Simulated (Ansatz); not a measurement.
Program: Ansatz. Geometries: PBE0-D4/def2-TZVP. ΔE: electronic, gas phase. CCSD(T)/CBS adds triple-zeta CCSD(T) − MP2 to the extrapolated MP2 energy (def2 sets, frozen cores). Functionals use def2-TZVPP. B3LYP here is the variant with VWN-RPA as its local correlation; programs differ in this. Elements past krypton have def2 core potentials. For Sb outer-core shells are correlated without core-valence functions, which leaves a few kJ/mol of doubt a bond. One conformer a species, not always the lowest.

`C=C=[N][SbH2]` + `C#C[SiH2]CO` → `OC[SiH2][SbH2]` + `C#CN=C=C`  (formal exchange of groups at the Sb–N bond)

`C=C=[N][SbH2]`:

```xyz
8

C    -1.629    0.904    0.019
C    -0.416    0.579    0.405
N     0.683    0.300    0.823
Sb    2.160   -0.542   -0.361
H    -2.441    0.200    0.136
H    -1.824    1.880   -0.402
H     2.366   -1.849    0.719
H     1.100   -1.472   -1.339
```

`C#C[SiH2]CO`:

```xyz
11

C    -1.214   -1.239    1.860
C    -0.933   -0.321    1.128
Si   -0.422    1.002   -0.029
C     0.774    0.178   -1.238
O     1.788   -0.542   -0.557
H    -1.474   -2.039    2.514
H    -1.621    1.545   -0.719
H     0.242    2.075    0.751
H     0.219   -0.462   -1.939
H     1.277    0.940   -1.841
H     1.363   -1.137    0.069
```

`OC[SiH2][SbH2]`:

Cartesian coordinates in Å:
```
O -1.219 -1.376 -0.356
C 0.176 -1.187 -0.504
Si 0.665 0.637 -0.687
Sb -0.230 2.034 1.286
H -1.520 -0.833 0.380
H 0.742 -1.640 0.323
H 0.467 -1.721 -1.414
H 0.108 1.212 -1.940
H 2.149 0.777 -0.712
H 0.394 0.892 2.396
H -1.731 1.207 1.226
```

`C#CN=C=C`:

Cartesian coordinates in Å:
```
C 1.319 -2.262 -0.194
C 0.521 -1.375 -0.337
N -0.423 -0.476 -0.586
C -0.595 0.638 -0.119
C -0.880 1.833 0.305
H 2.039 -3.030 -0.048
H -0.463 2.702 -0.189
H -1.519 1.969 1.168
```

| level | ΔE (kJ/mol) | difference from CCSD(T)/CBS |
| --- | --- | --- |
| PBE-D4 | 40.3 | -34.4 |
| r2SCAN-D4 | 56.7 | -18.0 |
| PBE0-D4 | 45.8 | -28.9 |
| B3LYP-D4 | 61.8 | -12.9 |
| ωB97X-V | 69.3 | -5.4 |
| ωB97M-V | 71.1 | -3.6 |
| B2PLYP | 72.1 | -2.6 |
| PBE0 | 46.3 | -28.4 |
| B3LYP | 62.5 | -12.2 |
| MP2/def2-TZVPP | 79.6 | 4.9 |
| SCS-MP2/def2-TZVPP | 87.0 | 12.3 |
| CCSD/def2-TZVPP | 79.0 | 4.3 |
| CCSD(T)/def2-TZVPP | 77.0 | 2.3 |
| HF/def2-QZVPP | 92.3 | 17.6 |
| SCS-MP2/def2-QZVPP | 86.6 | 11.9 |
| HF/CBS(def2) | 92.6 | 17.9 |
| CCSD(T)/CBS | 74.7 | 0 |

Largest T1 diagnostic among the species: 0.015.

In def2-TZVPP, CCSD(T) changes the Hartree–Fock value by −13.1 kJ/mol (the triples alone add −2.0 kJ/mol) and MP2 by −10.4 kJ/mol. From PBE to PBE0 (25 % exact exchange), in def2-TZVPP and without D4, ΔE moves by +5.7 kJ/mol.
